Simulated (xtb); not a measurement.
xtb input file for Cl3Si, SMILES Cl[Si](Cl)Cl (connectivity only; charge and spin as stated), charge +1, multiplicity 1, GFN2-xTB. 

```
$ xtb mol.xyz --gfn 2 --sp --chrg 1 --uhf 0 --json
$ cat mol.xyz
4

Cl     1.67948632    -0.96965188    -0.00289321
Si    -0.00000000    -0.00000000     0.01053954
Cl    -1.67948632    -0.96965188    -0.00289321
Cl    -0.00000000     1.93930376    -0.00289321
```

Output:

```
[banner left out]
          |                Calculation Setup                |
           -------------------------------------------------



           -------------------------------------------------
          |                 G F N 2 - x T B                 |
           -------------------------------------------------

        Reference                      10.1021/acs.jctc.8b01176
      * Hamiltonian:
        H0-scaling (s, p, d)           1.850000    2.230000    2.230000
        zeta-weighting                 0.500000
      * Dispersion:
        s8                             2.700000
        a1                             0.520000
        a2                             5.000000
        s9                             5.000000
      * Repulsion:
        kExp                           1.500000    1.000000
        rExp                           1.000000
      * Coulomb:
        alpha                          2.000000
        third order                    shell-resolved
        anisotropic                    true
        a3                             3.000000
        a5                             4.000000
        cn-shift                       1.200000
        cn-exp                         4.000000
        max-rad                        5.000000


          ...................................................
          :                      SETUP                      :
          :.................................................:
          :  # basis functions                  40          :
          :  # atomic orbitals                  36          :
          :  # shells                           12          :
          :  # electrons                        24          :
          :  max. iterations                   250          :
          :  Hamiltonian                  GFN2-xTB          :
          :  restarted?                      false          :
          :  GBSA solvation                  false          :
          :  PC potential                    false          :
          :  electronic temp.          300.0000000     K    :
          :  accuracy                    1.0000000          :
          :  -> integral cutoff          0.2500000E+02      :
          :  -> integral neglect         0.1000000E-07      :
          :  -> SCF convergence          0.1000000E-05 Eh   :
          :  -> wf. convergence          0.1000000E-03 e    :
          :  Broyden damping             0.4000000          :
          :  net charge                          1          :
          :  unpaired electrons                  0          :
          ...................................................

 iter      E             dE          RMSdq      gap      omega  full diag
   1    -15.0632210 -0.150632E+02  0.157E+01    5.19       0.0  T
   2    -15.0748808 -0.116598E-01  0.102E+01    4.89       1.0  T
   3    -15.0685774  0.630341E-02  0.262E+00    4.12       1.0  T
   4    -14.8175643  0.251013E+00  0.925E+00    7.38       1.0  T
   5    -15.0755366 -0.257972E+00  0.129E+00    5.05       1.0  T
   6    -15.0705197  0.501684E-02  0.192E+00    5.24       1.0  T
   7    -15.0798153 -0.929558E-02  0.593E-01    4.88       1.0  T
   8    -15.0804786 -0.663264E-03  0.160E-01    4.78       1.0  T
   9    -15.0803334  0.145137E-03  0.212E-01    4.82       1.0  T
  10    -15.0804888 -0.155361E-03  0.572E-02    4.77       1.0  T
  11    -15.0804986 -0.980782E-05  0.225E-02    4.76       2.2  T
  12    -15.0804990 -0.423920E-06  0.138E-03    4.76      36.3  T
  13    -15.0804990 -0.554720E-08  0.178E-04    4.76     281.2  T
  14    -15.0804990 -0.127578E-10  0.150E-04    4.76     334.2  T

   *** convergence criteria satisfied after 14 iterations ***

         #    Occupation            Energy/Eh            Energy/eV
      -------------------------------------------------------------
         1        2.0000           -1.2819509             -34.8837
       ...           ...                  ...                  ...
         6        2.0000           -0.7109020             -19.3446
         7        2.0000           -0.6826608             -18.5761
         8        2.0000           -0.6621182             -18.0172
         9        2.0000           -0.6621182             -18.0172
        10        2.0000           -0.6606342             -17.9768
        11        2.0000           -0.6606342             -17.9768
        12        2.0000           -0.6492393             -17.6667 (HOMO)
        13                         -0.4743500             -12.9077 (LUMO)
        14                         -0.4238479             -11.5335
        15                         -0.3401514              -9.2560
        16                         -0.3401514              -9.2560
        17                         -0.2565061              -6.9799
       ...                                ...                  ...
        36                          0.7897337              21.4897
      -------------------------------------------------------------
                  HL-Gap            0.1748893 Eh            4.7590 eV
             Fermi-level           -0.5617947 Eh          -15.2872 eV

 SCC (total)                   0 d,  0 h,  0 min,  0.011 sec
 SCC setup                      ...        0 min,  0.000 sec (  2.089%)
 Dispersion                     ...        0 min,  0.000 sec (  0.428%)
 classical contributions        ...        0 min,  0.000 sec (  0.472%)
 integral evaluation            ...        0 min,  0.002 sec ( 16.296%)
 iterations                     ...        0 min,  0.006 sec ( 55.928%)
 molecular gradient             ...        0 min,  0.002 sec ( 23.432%)
 printout                       ...        0 min,  0.000 sec (  1.142%)

         :::::::::::::::::::::::::::::::::::::::::::::::::::::
         ::                     SUMMARY                     ::
         :::::::::::::::::::::::::::::::::::::::::::::::::::::
         :: total energy             -15.042040284348 Eh    ::
         :: gradient norm              0.001478734067 Eh/a0 ::
         :: HOMO-LUMO gap              4.758980138217 eV    ::
         ::.................................................::
         :: SCC energy               -15.080498225895 Eh    ::
         :: -> isotropic ES            0.119873270844 Eh    ::
         :: -> anisotropic ES         -0.011448242406 Eh    ::
         :: -> anisotropic XC         -0.014858043611 Eh    ::
         :: -> dispersion             -0.004108398460 Eh    ::
         :: repulsion energy           0.038457941547 Eh    ::
         :: add. restraining           0.000000000000 Eh    ::
         :: total charge               1.000000000000 e     ::
         :::::::::::::::::::::::::::::::::::::::::::::::::::::

           -------------------------------------------------
          |                Property Printout                |
           -------------------------------------------------

    * Orbital Energies and Occupations

         #    Occupation            Energy/Eh            Energy/eV
      -------------------------------------------------------------
         1        2.0000           -1.2819509             -34.8837
         2        2.0000           -1.2475353             -33.9472
         3        2.0000           -1.2475353             -33.9472
         4        2.0000           -0.8828900             -24.0247
         5        2.0000           -0.7109020             -19.3446
         6        2.0000           -0.7109020             -19.3446
         7        2.0000           -0.6826608             -18.5761
         8        2.0000           -0.6621182             -18.0172
         9        2.0000           -0.6621182             -18.0172
        10        2.0000           -0.6606342             -17.9768
Note: The following floating-point exceptions are signalling: IEEE_UNDERFLOW_FLAG IEEE_DENORMAL
normal termination of xtb
        11        2.0000           -0.6606342             -17.9768
        12        2.0000           -0.6492393             -17.6667 (HOMO)
        13                         -0.4743500             -12.9077 (LUMO)
        14                         -0.4238479             -11.5335
        15                         -0.3401514              -9.2560
        16                         -0.3401514              -9.2560
        17                         -0.2565061              -6.9799
        18                         -0.2565061              -6.9799
        19                         -0.2124304              -5.7805
        20                         -0.2113860              -5.7521
        21                         -0.2113860              -5.7521
        22                         -0.2059889              -5.6052
        23                         -0.2042224              -5.5572
       ...                                ...                  ...
        36                          0.7897337              21.4897
      -------------------------------------------------------------
                  HL-Gap            0.1748893 Eh            4.7590 eV
             Fermi-level           -0.5617947 Eh          -15.2872 eV

     #   Z          covCN         q      C6AA      α(0)
     1  17 Cl       0.810     0.166    94.254    14.852
     2  14 Si       2.418     0.502   176.070    28.943
     3  17 Cl       0.810     0.166    94.254    14.852
     4  17 Cl       0.810     0.166    94.254    14.852

 Mol. C6AA /au·bohr⁶  :       1758.656226
 Mol. C8AA /au·bohr⁸  :      88101.471145
 Mol. α(0) /au        :         73.497948


Wiberg/Mayer (AO) data.
largest (>0.10) Wiberg bond orders for each atom

 ---------------------------------------------------------------------------
     #   Z sym  total        # sym  WBO       # sym  WBO       # sym  WBO
 ---------------------------------------------------------------------------
     1  17 Cl   1.750 --     2 Si   1.530     4 Cl   0.110     3 Cl   0.110
     2  14 Si   4.589 --     3 Cl   1.530     1 Cl   1.530     4 Cl   1.530
     3  17 Cl   1.750 --     2 Si   1.530     4 Cl   0.110     1 Cl   0.110
     4  17 Cl   1.750 --     2 Si   1.530     3 Cl   0.110     1 Cl   0.110
 ---------------------------------------------------------------------------

Topologies differ in total number of bonds
Writing topology from bond orders to xtbtopo.mol

molecular dipole:
                 x           y           z       tot (Debye)
 q only:       -0.000      -0.000       0.007
   full:        0.000       0.000       0.009       0.023
molecular quadrupole (traceless):
                xx          xy          yy          xz          yz          zz
 q only:        1.673       0.000       1.673       0.000       0.000      -3.346
  q+dip:        3.162       0.000       3.162      -0.000      -0.000      -6.323
   full:        1.800       0.000       1.800      -0.000      -0.000      -3.601


           -------------------------------------------------
          | TOTAL ENERGY              -15.042040284348 Eh   |
          | GRADIENT NORM               0.001478734067 Eh/α |
          | HOMO-LUMO GAP               4.758980138217 eV   |
           -------------------------------------------------

------------------------------------------------------------------------
------------------------------------------------------------------------
 total:
 SCF:
```

The calculation finished and met its thresholds.

Cost: about 0.08 core-seconds (a rough figure).
